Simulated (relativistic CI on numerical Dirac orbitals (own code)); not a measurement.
## Co4+: L2,3 absorption edge

Computed with this model: Dirac-Coulomb-Breit CI, separate exchange-only KLI orbitals for each configuration, QED by a radiative potential, valence Slater integrals scaled by 0.8, multiplet model of core-to-valence dipole absorption; configurations [Ar] 3d5 → [He] 2s2 2p5 3s2 3p6 3d6; 80 K; Lorentzian 0.4 eV and Gaussian 0.3 eV FWHM. Energies are those of the free ion, without screening or charge transfer. The branching ratio is the share of the lower-energy edge in the whole absorption, uncertain by about 0.02 where the edges overlap. S is read from ⟨S²⟩ = S(S + 1).

Field parameters in Wybourne normalisation: D4h B²₀ = −7Ds, B⁴₀ = 21(Dq − Dt), B⁴₄ = 21√(5/14) Dq. The field is a parameter set, without covalency.

Peaks in eV (height, largest 100): 783.2 (34), 786.2 (51), 787.4 (52), 788.1 (100), 789.6 (28), 791.2 (20), 798.3 (14), 800.8 (33), 802.1 (55), 803.3 (18), 804.7 (17).

Which surroundings give this spectrum?
A. D4h, 10Dq = 28050, Ds = -860, Dt = -350 cm⁻¹
B. D4h, 10Dq = 28050, Ds = 430, Dt = -350 cm⁻¹
C. D4h, 10Dq = 28050, Ds = 1070, Dt = -350 cm⁻¹
D. D4h, 10Dq = 28050, Ds = -210, Dt = -350 cm⁻¹

B. D4h, 10Dq = 28050, Ds = 430, Dt = -350 cm⁻¹, where the ground state has S = 0.51.
